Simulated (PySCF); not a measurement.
Computed shifts of a molecule C6H6, PBE/pcSseg-1 (PySCF), GIAO, gas phase, equivalent atoms averaged, in ppm (number of nuclei): ¹³C: 222.8 (1), 93.7 (1), 85.3 (1), 80.5 (1), 73.3 (1), 27.4 (1). ¹H: 5.57 (1), 5.25 (2), 3.44 (1), 3.14 (1), 2.02 (1). References: ¹³C against TMS (σ = 182.0 ppm); ¹H against TMS (σ = 31.49 ppm), references at their B3LYP-D3(BJ)/def2-TZVP geometries, non-relativistic. Geometry: ωB97X-D3(BJ)/def2-SVP. One conformer was computed; it need not be the lowest.

Problem. Identify the compound among the candidates.
A. C#CC(C)C#C
B. C#CCC#CC
C. C#CCC=C=C
D. C#C/C=C\C=C

Solution. C, C#CCC=C=C
